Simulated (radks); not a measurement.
The numbers below are computed, except where a source is named.
Question: Isoelectronic series with 10 electrons, all held in the configuration [Ne], which need not be the ground one along the series. Level of theory: scalar-relativistic Kohn-Sham, PBE, spin-polarised, spherical densities, finite nucleus; Fermi nuclear charge, rms radius of each element as measured or else 0.836 A^(1/3) + 0.57 fm (a radial shooting solver on a logarithmic mesh with Libxc functionals). Total energies (hartree) and mean radii <r> (bohr) (* marks an orbital that is empty in some or all of the ions):

ion    E (hartree)     3s*       2p       2s       1s
Sn40+  -4714.50124  0.2936   0.1071   0.1231  0.02903
Sb41+  -4919.74525  0.2867   0.1047   0.1202  0.02840
Te42+  -5129.78393  0.2801   0.1024   0.1175  0.02779
I43+   -5344.66199  0.2737   0.1001   0.1149  0.02720
Xe44+  -5564.41193  0.2676  0.09802   0.1124  0.02663
Cs45+   -5789.0783  0.2618  0.09598   0.1100  0.02609
Ba46+   -6018.6995  0.2562  0.09401   0.1077  0.02556
La47+   -6253.3224  0.2507  0.09212   0.1054  0.02505
Ce48+   -6492.9891  0.2455  0.09030   0.1033  0.02455
Pr49+   -6737.7475  0.2405  0.08854   0.1012  0.02407
Nd50+   -6987.6433  0.2356  0.08685  0.09913  0.02361
Pm51+   -7242.7206  0.2310  0.08521  0.09717  0.02316
Sm52+   -7503.0187  0.2264  0.08363  0.09527  0.02272
Gd54+   -8039.5741  0.2178  0.08062  0.09165  0.02189
Tb55+   -8315.9667  0.2137  0.07918  0.08992  0.02149
Dy56+   -8597.7371  0.2097  0.07780  0.08824  0.02110
Ho57+   -8885.0874  0.2059  0.07645  0.08661  0.02072
Er58+   -9177.9938  0.2021  0.07515  0.08502  0.02035
Tm59+   -9476.5801  0.1985  0.07388  0.08348  0.01999
Yb60+   -9780.8269  0.1950  0.07265  0.08198  0.01965
Lu61+  -10090.8645  0.1915  0.07146  0.08052  0.01931

Estimate the row of Eu53+.

Answer: E (hartree) -7768.6262; 3s* 0.2220; 2p 0.08210; 2s 0.09343; 1s 0.02230.
